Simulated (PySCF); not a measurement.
**Radial density of In⁻ (indium, charge -1)**

TPSS, [Kr] 4d10 5s2 5p2, high-spin 3P determinant. Computed with PySCF 2.14 in aug-cc-pwCVQZ-PP with ECP28MDF (10s10p8d6f4g1h, 169 functions), with a scalar-relativistic core potential. This is the valence pseudo-density: the core potential removes the inner electrons and smooths the orbitals near the nucleus.

| r (bohr) | 4πr²ρ (e/bohr) | 4πr²(ρα − ρβ) |
| --- | --- | --- |
| 0.00806 | 1.105e-05 | 0.0000 |
| 0.0136 | 2.490e-05 | 0.0000 |
| 0.0228 | 5.110e-05 | 0.0000 |
| 0.0384 | 9.707e-05 | 0.0000 |
| 0.0645 | 0.0002717 | 0.0000 |
| 0.109 | 0.001938 | 0.0000 |
| 0.183 | 0.02549 | 0.0000 |
| 0.307 | 0.5047 | 0.0004 |
| 0.516 | 8.304 | 0.0180 |
| 0.869 | 21.37 | 0.0056 |
| 1.46 | 7.483 | 0.0444 |
| 2.46 | 1.866 | 0.3920 |
| 4.13 | 0.5941 | 0.3710 |
| 6.95 | 0.1367 | 0.1273 |
| 11.7 | 0.03019 | 0.0302 |
| 19.7 | 0.001717 | 0.0017 |

Energies and moments cover only the electrons outside the core potential. At TPSS the highest occupied level has a positive energy, so only the finite basis holds that electron; in a semilocal or global hybrid functional this comes from self-interaction and does not mean that the real anion is unbound.
